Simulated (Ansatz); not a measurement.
Frontier orbitals of C$_{2}$H$_{7}$NOSi, SMILES `N[Si]1(O)CC1`.

Cartesian coordinates in Å:
```
N -1.0322 -1.1389 1.1028
Si -0.2119 -0.4048 -0.1990
O -0.5196 -1.2017 -1.5983
C 1.3842 0.4583 -0.1322
C 0.0879 1.3880 -0.1541
H -0.8457 -2.0925 1.3683
H -1.3116 -0.5807 1.8923
H -1.4382 -1.4373 -1.7435
H 1.9578 0.5035 0.7890
H 2.0171 0.5386 -1.0112
H -0.0699 1.9830 0.7415
H -0.0179 1.9846 -1.0557
```

Charge 0, multiplicity 1. Geometry: relaxed with PBE0-D4/def2-TZVP. It is one conformer, not always the lowest. Basis def2-TZVPP, the Gaussian-basis code of Ansatz.

```
functional  HOMO (eV)  LUMO (eV)  gap (eV)
       PBE      -5.20      -0.31      4.89
    r2SCAN      -5.41       0.31      5.72
    B97M-V      -5.47      -0.09      5.38
      PBE0      -6.43       0.54      6.97
   r2SCANh      -5.87       0.57      6.44
 CAM-B3LYP      -7.81       1.32      9.13
   ωB97M-V      -8.66       1.99     10.65
        HF      -9.35       3.21     12.56
```

From PBE to PBE0 the HOMO moves by −1.24 eV and the LUMO by +0.86 eV, and with ωB97M-V by −3.46 and +2.31 eV, so the gap grows from 4.88 to 10.66 eV with exact exchange. A positive LUMO is unbound and depends on the basis.
